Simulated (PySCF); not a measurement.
C₃H₉Si, SMILES C[Si](C)C (connectivity only; charge and spin as stated), charge +1, multiplicity 1. Atoms are numbered in the order given.

```xyz
13

C     -0.4524     1.7544     0.2576
Si    -0.0002     0.0002    -0.0001
C      1.7363    -0.5372     0.2099
C     -1.2837    -1.2173    -0.4675
H      0.1564     2.3933    -0.4076
H     -0.1887     2.0504     1.2897
H     -1.5188     1.9568     0.0837
H      2.0936    -0.9952    -0.7306
H      1.7836    -1.3344     0.9742
H      2.4117     0.2819     0.4949
H     -1.7576    -0.9024    -1.4153
H     -0.8910    -2.2380    -0.5794
H     -2.0876    -1.2142     0.2910
```
Charge +1, spin multiplicity 1.

Geometry optimised at ωB97X-D3(BJ)/def2-SVP. The spin state was assumed, not searched. The isomer is the one that the SMILES or the coordinates give; other isomers of the formula were not compared.

Calculation: PBE/def2-TZVP in PySCF.

ESP charges are fitted to the potential on shells at 1.4 to 2.0 van der Waals radii. Atomic charges (e):

| atom | IAO | Löwdin | ESP fit |
|---|---|---|---|
| C1 | -0.76 | -0.39 | -0.78 |
| Si2 | 1.33 | 0.65 | 1.07 |
| C3 | -0.76 | -0.39 | -0.77 |
| C4 | -0.76 | -0.39 | -0.77 |
| H5 | 0.22 | 0.17 | 0.25 |
| H6 | 0.22 | 0.18 | 0.26 |
| H7 | 0.21 | 0.16 | 0.24 |
| H8 | 0.22 | 0.17 | 0.25 |
| H9 | 0.22 | 0.17 | 0.25 |
| H10 | 0.21 | 0.16 | 0.24 |
| H11 | 0.22 | 0.18 | 0.25 |
| H12 | 0.21 | 0.16 | 0.24 |
| H13 | 0.22 | 0.17 | 0.25 |

Computed Mayer and Wiberg (Löwdin basis) orders of the bonds:
```json
[
 {"bond": "C1–Si2", "Mayer": "1.10", "Wiberg": "1.31"},
 {"bond": "Si2–C3", "Mayer": "1.10", "Wiberg": "1.31"},
 {"bond": "Si2–C4", "Mayer": "1.10", "Wiberg": "1.31"},
 {"bond": "C1–H5", "Mayer": "0.90", "Wiberg": "0.85"},
 {"bond": "C1–H6", "Mayer": "0.89", "Wiberg": "0.85"},
 {"bond": "C1–H7", "Mayer": "0.92", "Wiberg": "0.88"},
 {"bond": "C3–H8", "Mayer": "0.90", "Wiberg": "0.85"},
 {"bond": "C3–H9", "Mayer": "0.90", "Wiberg": "0.85"},
 {"bond": "C3–H10", "Mayer": "0.92", "Wiberg": "0.88"},
 {"bond": "C4–H11", "Mayer": "0.90", "Wiberg": "0.85"},
 {"bond": "C4–H12", "Mayer": "0.92", "Wiberg": "0.88"},
 {"bond": "C4–H13", "Mayer": "0.90", "Wiberg": "0.85"}
]
```
